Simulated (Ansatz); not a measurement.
Br$_{2}$Ge, triplet, at a GFN2-xTB geometry (the spin is typed, not shown lowest); WB97X/cc-pVDZ in Ansatz (a quantum-chemistry and plane-wave program).

Ansatz was given this input:
Ansatz 0.2 input:
```yaml
crystal:
  periodic: [false, false, false]
  atoms:
    - {symbol: Ge, position_ang: [0.01662620, 0.00626078, 1.00353305]}
    - {symbol: Br, position_ang: [1.08727208, -1.65040649, -0.46661885]}
    - {symbol: Br, position_ang: [-1.10247318, 1.64468236, -0.45089707]}
basis:
  gaussian:
    orbitals: cc-pVDZ
hamiltonian:
  xc: {name: wB97X}
magnetization: {spin_polarized: true, initial_magnetization: 2}
accuracy: high
```

It wrote (shortened):

```
Functional definition: wB97X
1573 factors; integrals over basis functions are off by at most 4.6e-9 eV
279 factors; integrals over basis functions are off by at most 2.0e-9 eV
mean field evaluation 1: about -196609.8247 eV, gradient 9.5e0 eV
mean field evaluation 2: about -196610.2649 eV, gradient 7.8e0 eV
mean field evaluation 4: about -196610.6698 eV, gradient 3.2e-1 eV
mean field evaluation 8: about -196610.7050 eV, gradient 1.6e-2 eV
mean field evaluation 16: about -196610.7050 eV, gradient 2.7e-4 eV
mean field evaluation 32: about -196609.9326 eV, gradient 4.5e0 eV
mean field -196610.70499528 eV, -7225.3101410541 hartree, gradient 1.3e-8 eV, S^2 2.016815; 2 other end points of the search recorded, 0 dependent functions left out
reference -196610.70499365 eV, -7225.3101409942 hartree; 52, 50 occupied and 29, 31 virtual orbitals, 1573 factors
Total energy: -196610.70499365 eV, -7225.3101409942 hartree
```
